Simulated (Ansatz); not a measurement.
AlClH$_{6}$O$_{2}$Si$_{2}$ (`[SiH3][O][Al]([Cl])[O][SiH3]`). Total charge 0; spin multiplicity 1. The geometry is a stationary point of PBE0-D4/def2-TZVP. It is one conformer, not always the lowest.

```xyz
12

Si   -0.797    0.941    2.744
O    -0.656    0.576    1.165
Al   -0.757    0.340   -0.478
Cl   -2.394    1.080   -1.523
O     0.436   -0.481   -1.296
Si    1.437   -1.229   -2.338
H     0.485    0.653    3.439
H    -1.123    2.381    2.908
H    -1.876    0.123    3.356
H     0.870   -2.548   -2.721
H     1.615   -0.401   -3.560
H     2.761   -1.436   -1.697
```

Task: What is the dipole moment at B3LYP/def2-TZVPP? (An estimate is asked.)

Result: Computed: 0.71 D, with components (0.56, -0.25, 0.36) D in this frame, pointing from negative to positive charge.

Task: And with PBE, r2SCAN, ωB97M-V? (Best estimate.)

Result: Computed: PBE 0.65 D, r2SCAN 0.71 D, ωB97M-V 0.70 D.

Task: Give the Mulliken charges with B3LYP, PBE, ωB97M-V in def2-TZVPP. (An estimate is asked.)

Result: Computed: 
| atom | B3LYP | PBE | ωB97M-V |
| --- | --- | --- | --- |
| Si1 | 0.35 | 0.28 | 0.26 |
| O2 | -0.29 | -0.21 | -0.30 |
| Al3 | 0.57 | 0.45 | 0.54 |
| Cl4 | -0.25 | -0.22 | -0.22 |
| O5 | -0.30 | -0.21 | -0.30 |
| Si6 | 0.36 | 0.28 | 0.26 |
| H7 | -0.07 | -0.06 | -0.04 |
| H8 | -0.07 | -0.06 | -0.04 |
| H9 | -0.08 | -0.06 | -0.04 |
| H10 | -0.08 | -0.06 | -0.04 |
| H11 | -0.07 | -0.06 | -0.04 |
| H12 | -0.07 | -0.06 | -0.04 |

B3LYP here is the variant with VWN-RPA as its local correlation; programs differ in this.
